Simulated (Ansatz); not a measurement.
Geometry optimisation, RKS PBE/def2-SVP (Ansatz).

input.yaml

```yaml
crystal:
  periodic: [false, false, false]
  atoms:
    - { symbol: Sn, position_ang: [-0.024974, 0.259824, -0.092646] }
    - { symbol: H, position_ang: [-0.060632, 0.056266, 1.632405] }
    - { symbol: H, position_ang: [1.547876, 0.239461, -0.774753] }
    - { symbol: H, position_ang: [-0.979701, 1.613053, -0.58443] }
    - { symbol: Cl, position_ang: [-1.235277, -1.625961, -0.943566] }
    - { symbol: O, position_ang: [1.040625, -2.341471, 1.343177] }
    - { symbol: H, position_ang: [0.339097, -2.719728, 0.774657] }
    - { symbol: H, position_ang: [0.523387, -1.698845, 1.892656] }
basis:
  gaussian: { orbitals: def2-SVP }
hamiltonian:
  xc: pbe
relax:
  f_tol: 0.03
  max_steps: 50
```

Command:

```bash
$ ansatz run input.yaml --threads 1 --pin off --max-ram 2048MiB --backend cpu --events-out ev --progress --plain --runs-dir out
```

Where does it end, and by what steps?

The forces met the threshold. The force dipped under the threshold on the way, but the program's further checks kept it going. After 11 steps the energy has fallen by 0.138 eV; H8 moved furthest, 0.61 Å.

```
step  energy less start (eV)  largest force component (eV/Å)  accepted
   0                  0.0000                           0.597       yes
   1                 -0.0178                           1.240       yes
   2                 -0.0293                           1.850       yes
   3                 -0.0568                           1.081       yes
   4                 -0.0999                           0.242       yes
   5                 -0.1236                           0.116       yes
   6                 -0.1360                           0.041       yes
   7                 -0.1372                           0.017       yes
   8                 -0.1370                           0.087        no
   9                 -0.1376                           0.070       yes
  10                 -0.1377                           0.033       yes
  11                 -0.1377                           0.002       yes
```

```xyz
8
Properties=species:S:1:pos:R:3
Sn -0.048 0.283 -0.020
H -0.244 0.478 1.679
H 1.552 0.132 -0.622
H -0.898 1.551 -0.846
Cl -1.327 -1.644 -0.721
O 1.074 -2.181 1.176
H 0.408 -2.561 0.560
H 0.633 -2.276 2.041
```

Whether the end is a true minimum wasn't checked by a vibrational analysis.

Run time: 29 s on 1 thread of Arm Neoverse V2, with other jobs on the host, peak memory 0.12 GiB.
